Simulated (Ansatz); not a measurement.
Cl4Cr, SMILES [Cl][Cr-]([Cl])([Cl])[Cl] (connectivity only; charge and spin as stated), charge -1, multiplicity 4. Atoms are numbered in the order given.

```xyz
5

Cr     0.0000     0.0000     0.0000
Cl     1.1935     1.1969     1.4848
Cl     1.1935    -1.1969    -1.4848
Cl    -1.1935     1.1969    -1.4848
Cl    -1.1935    -1.1969     1.4848
```
Charge -1, spin multiplicity 4.

Geometry: B3LYP-D3(BJ)/def2-SVPD. The multiplicity is an assumed one; other spin states were not compared.

Two levels are set side by side: PBE-D3(BJ)/def2-SVPD (Ansatz, a first-principles code) and B3LYP-D3(BJ)/def2-SVPD (Ansatz). Each level has its own optimised geometry; the coordinates shown are those of the second. Differences are taken from unrounded values.

```tsv
quantity	B3LYP-D3(BJ)
mean bond length (Å)	2.250
bond Cr1–Cl2 (Å)	2.250
bond Cr1–Cl3 (Å)	2.250
bond Cr1–Cl4 (Å)	2.250
bond Cr1–Cl5 (Å)	2.250
```

What does PBE-D3(BJ) give, and how far is it from B3LYP-D3(BJ)? (An estimate is asked for; the answer gives what the named calculation found.)


| quantity | PBE-D3(BJ) | PBE-D3(BJ) minus B3LYP-D3(BJ) |
|---|---|---|
| mean bond length (Å) | 2.241 | -0.009 |
| bond Cr1–Cl2 (Å) | 2.241 | -0.009 |
| bond Cr1–Cl3 (Å) | 2.241 | -0.009 |
| bond Cr1–Cl4 (Å) | 2.241 | -0.009 |
| bond Cr1–Cl5 (Å) | 2.241 | -0.009 |

On these quantities the two levels nearly agree.
